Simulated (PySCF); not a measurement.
1-chlorobutane (C₄H₉Cl), SMILES CCCCCl. Geometry optimised at PBE-D3(BJ)/def2-SVP. Other conformers were not sampled.

These are PBE-D3(BJ)/def2-SVP in PySCF values and carry that method's errors.

Harmonic wavenumbers (cm⁻¹): 87, 130, 237, 254, 297, 467, 651, 735, 801, 855, 911, 998, 1049, 1056, 1093, 1173, 1208, 1252, 1268, 1287, 1346, 1357, 1396, 1409, 1418, 1421, 1432, 2951, 2962, 2965, 2999, 3008, 3021, 3049, 3060, 3073. Rotational constants (GHz): 9.140, 1.677, 1.518; symmetry number 1.

**Question.** Work out the zero-point energy and the ideal-gas rigid-rotor harmonic-oscillator thermochemistry at 298.15 K and 1 atm.

**Answer.** ZPE = ½ Σ hcν = ½ × 52678 cm⁻¹ = 75.31 kcal/mol. H − E(el) = 80.04 kcal/mol. Entropy in cal/(mol K): translation 39.49, rotation 27.03, vibration 14.13, total 80.64. G − E(el) = 56.00 kcal/mol. Cp = 24.74 cal/(mol K). Modes under 150 cm⁻¹ make the vibrational entropy uncertain.
